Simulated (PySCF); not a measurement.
**s to d promotion along the 3d series**

All values are computed (PySCF 2.14, energy differences of UHF-based or UKS calculations, no spin-orbit coupling). Basis: aug-cc-pVDZ-DK, spin-free X2C. Energy of d^(n+1) s¹ above d^n s² in eV (negative where d^(n+1) s¹ lies lower), between high-spin terms; measured values are centres of gravity of the terms (NIST).

| element | terms | UHF | LDA | PBE | r2SCAN | PBE0 | CCSD(T) (valence) | measured |
| --- | --- | --- | --- | --- | --- | --- | --- | --- |
| Sc | 3d1 4s2 (2D) → 3d2 4s1 (4F) | 1.123 | 0.658 | 0.590 | n/a | 0.715 | 1.703 | 1.427 |
| Ti | 3d2 4s2 (3F) → 3d3 4s1 (5F) | 0.706 | -0.126 | -0.154 | -0.380 | 0.075 | 1.072 | 0.806 |
| Cr | 3d4 4s2 (5D) → 3d5 4s1 (7S) | -0.896 | -1.868 | -1.836 | -1.971 | -1.591 | -0.835 | -1.003 |
| Co | 3d7 4s2 (4F) → 3d8 4s1 (4F) | 1.924 | -0.228 | -0.145 | 0.040 | 0.309 | 0.856 | 0.417 |
| Ni | 3d8 4s2 (3F) → 3d9 4s1 (3D) | 1.706 | -0.722 | -0.425 | 0.181 | 0.034 | 0.388 | n/a |
| Cu | 3d9 4s2 (2D) → 3d10 4s1 (2S) | 0.196 | -1.998 | -1.764 | -1.467 | -1.341 | -1.216 | -1.490 |

Q: Estimate the missing row, Fe.

A: The calculation gives UHF 2.099; LDA 0.266; PBE 0.165; PBE0 0.597; CCSD(T) (valence) 1.291. The measured value is 0.875.

Q: Which way does each method err?

A: Mean (and mean absolute) errors over the 4 elements with all values: UHF 0.80 (0.85) eV; LDA -0.74 (0.74) eV; PBE -0.66 (0.66) eV; r2SCAN -0.63 (0.64) eV; PBE0 -0.32 (0.39) eV; CCSD(T) (valence) 0.29 (0.29) eV. A negative mean favours the extra d electron, a positive one the s² configuration.

Double-zeta sets are small for these d-shell correlation effects.
